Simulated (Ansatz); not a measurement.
Calculated with Ansatz (gas phase, PBE0-D4/def2-TZVP geometries, no zero-point term in ΔE). CCSD(T)/CBS adds triple-zeta CCSD(T) − MP2 to the extrapolated MP2 energy (def2 sets, frozen cores). This one scheme is used for every species. DFT in def2-TZVPP. For Ge, Se outer-core shells are correlated without core-valence functions, which leaves a few kJ/mol of doubt a bond. Scalar relativity is left out up to krypton.

Reaction (formal exchange of groups at a C–F bond): `CC(F)=[Se]` + GeH₄ → `C[C]([GeH3])=[Se]` + H–F

| level | ΔE (kcal/mol) | difference from CCSD(T)/CBS |
| --- | --- | --- |
| LDA (SPW92) | -1.2 | 8.9 |
| B97M-V | -1.3 | 8.8 |
| r2SCANh-D4 | -3.1 | 7.0 |
| CAM-B3LYP-D4 | -2.7 | 7.4 |
| PBE-QIDH | -7.4 | 2.7 |
| r2SCANh | -2.6 | 7.5 |
| LC-ωPBE | -2.9 | 7.2 |
| HF/def2-SVP | 0.0 | 10.1 |
| MP2/def2-SVP | -5.3 | 4.8 |
| CCSD/def2-SVP | -3.1 | 7.0 |
| HF/def2-TZVPP | -2.5 | 7.6 |
| MP2/def2-TZVPP | -11.7 | -1.6 |
| SCS-MP2/def2-TZVPP | -9.7 | 0.4 |
| CCSD/def2-TZVPP | -8.6 | 1.5 |
| HF/def2-QZVPP | -2.2 | 7.9 |
| MP2/CBS(def2) | -12.9 | -2.8 |
| CCSD(T)/CBS | -10.1 | 0 |

Largest T1 diagnostic among the species: 0.015.

Leaving LDA and LC-ωPBE aside and taking each functional with its dispersion term where it has one, the values spread over 6.1 kcal/mol, from PBE-QIDH to B97M-V. LDA lies +0.8 kcal/mol from PBE without D4. From r2SCAN to r2SCAN0 (25 % exact exchange), in def2-TZVPP and without D4, ΔE moves by −1.7 kcal/mol. At CCSD(T), def2-SVP lies +7.1 kcal/mol from the extrapolated value and def2-TZVPP +1.2 kcal/mol.
